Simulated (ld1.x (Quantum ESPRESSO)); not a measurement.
**u(r) = r·R(r): atom against pseudo-atom (C (Z = 6))**

Columns: radius, all-electron u(r) and pseudo u(r) of the 2s shell (level -19.24 eV) of carbon in the configuration [He] 2s2 2p1.5; LDA (PZ), non-relativistic, TM semilocal scheme, ld1.x (Quantum ESPRESSO) 7.5.

```
r (bohr)  all-electron   pseudo
   0.110        0.3526  -0.1199
   0.220        0.2996  -0.2084
   0.330        0.1013  -0.2577
   0.440       -0.1277  -0.2995
   0.550       -0.3383  -0.3802
   0.660       -0.5117  -0.5133
   0.770       -0.6438  -0.6438
   0.880       -0.7367  -0.7367
   0.990       -0.7954  -0.7954
   1.100       -0.8257  -0.8257
   1.210       -0.8334  -0.8334
   1.320       -0.8237  -0.8237
   1.430       -0.8010  -0.8010
   1.540       -0.7691  -0.7691
   1.650       -0.7309  -0.7309
   1.760       -0.6887  -0.6887
   1.870       -0.6444  -0.6444
   1.980       -0.5995  -0.5995
   2.090       -0.5548  -0.5548
   2.200       -0.5112  -0.5112
   2.310       -0.4693  -0.4693
   2.420       -0.4294  -0.4294
   2.530       -0.3917  -0.3917
   2.640       -0.3564  -0.3564
   2.750       -0.3235  -0.3235
   2.860       -0.2931  -0.2931
```

Question: How many radial nodes do the two functions have?

Answer: The all-electron 2s function has n − l − 1 = 1; the pseudo-wave has 0, since the states of the same l below it are removed with the core.

Question: At about which radius was the pseudo-wave matched?

Answer: 0.75 bohr, where the columns begin to agree (steps of 0.11 bohr).

Question: Is the pseudo-wave norm-conserving?

Answer: Yes: the TM semilocal scheme keeps the norm inside the radius equal to the all-electron one, which fixes the energy derivative of the logarithmic derivative at the level.
